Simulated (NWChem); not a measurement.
System: CH₅AlBrN; SMILES [CH3][Al]([NH2])[Br]

```xyz
9

Al     0.0386     0.9583     0.0000
Br    -0.0285    -1.3318     0.0000
C     -1.6128     2.0027     0.0000
H     -1.4147     3.0809     0.0000
H     -2.2234     1.7723     0.8812
H     -2.2234     1.7723    -0.8812
N      1.6642     1.6723     0.0000
H      1.8560     2.6668     0.0000
H      2.5267     1.1416     0.0000
```
Atoms are numbered in this order, from 1.

All runs: NWChem. Coordinates come from a B3LYP/6-31G* (spherical d) optimisation.

Question: What does the run give for B3LYP/def2-TZVP? Quantities: highest occupied level (eV); orbital gap (eV); dipole (D).

Answer: 
```json
{
 "highest occupied level (eV)": "-7.33",
 "orbital gap (eV)": "6.86",
 "dipole (D)": "2.49"
}
```
